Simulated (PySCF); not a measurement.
## Vibration and rotation of KNa

RHF-CCSD(T) constants of KNa, ¹Σ⁺ (singlet), closed shell (basis K def2-SVPD, Na def2-SVPD; no relativity; PySCF 2.14; masses 38.9637 and 22.9898 u):

```
ωe           : 116.4 cm⁻¹
ωexe         : 0.432 cm⁻¹
Be           : 0.087564 cm⁻¹
αe           : 0.000285 cm⁻¹
De to K + Na : 0.62 eV
```

Task: What force constant and bond length do these constants imply?

Result: Reduced mass μred = 14.459 u; k = 5.8918×10⁻⁷·μred·ωe² (u, cm⁻¹, mdyn/Å) = 0.115 mdyn/Å; Re = √(16.8576/(μred·Be)) (u, cm⁻¹, Å) = 3.649 Å.

Task: Estimate the centrifugal constant D from the Kratzer relation and find the Dunham coefficient a1.

Result: D = 4Be³/ωe² = 1.98e-07 cm⁻¹; a1 = −1 − αeωe/(6Be²) = -1.72.

Correlated steps freeze 6 core orbitals. Correlated levels converge slowly with the basis: in double zeta they bind strong bonds too weakly, by up to about 1 eV, and carry superposition errors of some tenths. Where the molecule has an RHF reference, its open-shell atoms are computed with UHF.
